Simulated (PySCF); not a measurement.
Structure with atom numbers: `[NH:1]=[C:2]([C:3]([F:4])([F:5])[F:6])[C:7]([F:8])([F:9])[F:10]`; H(Xn) means a hydrogen on atom n.

[PySCF: shieldings: GIAO PBE0/pcSseg-1; coordinates at the PBE0-D3(BJ)/def2-SVP level; relativity neglected; a single conformation; one averaged value for each set of equivalent atoms; isolated molecule]

Shifts are taken against calculated references (same method and geometry level): TMS for $^{13}$C (184.41 ppm) and $^{1}$H (31.27 ppm); $^{15}$N (265.67 ppm) vs NH3; CFCl3 for $^{19}$F (177.25 ppm).

| atoms | nucleus | count | δ (ppm) |
| --- | --- | --- | --- |
| F8/F9/F10 | $^{19}$F | 3 | ? |
| C3 | $^{13}$C | 1 | 123.4 |
| F4/F5/F6 | $^{19}$F | 3 | ? |
| C7 | $^{13}$C | 1 | 121.0 |
| H(N1) | $^{1}$H | 1 | 11.96 |
| C2 | $^{13}$C | 1 | 164.3 |
| N1 | $^{15}$N | 1 | 371.5 |

Question: Estimate the values marked ?.

Answer: 
- F4/F5/F6: -82.9 ppm, fluorine of a CF3 group
- F8/F9/F10: -86.2 ppm, fluorine of a CF3 group

OH and NH positions are those of a molecule without intermolecular hydrogen bonds; in solution they move with solvent, concentration and temperature, and exchange usually removes their couplings. Shifts are as computed. Against solution values, carbons near 30 ppm lie about +2 ppm off and those near 130 ppm about +5 ppm. Of 1211 compounds with measured shifts, 218 miss one by over three times the rms of a fit or turn the order of signals round; such compounds aren't used in these exercises. Unscaled 19F shifts against computed CFCl3 carry errors that often reach 10 to 50 ppm. Experimental scales use liquid or dissolved standards, which lie at an offset from isolated NH3 (liquid NH3: subtract about 20 ppm). Unscaled 15N shifts of sp2 nitrogen come out 20 to 40 ppm too high even then.
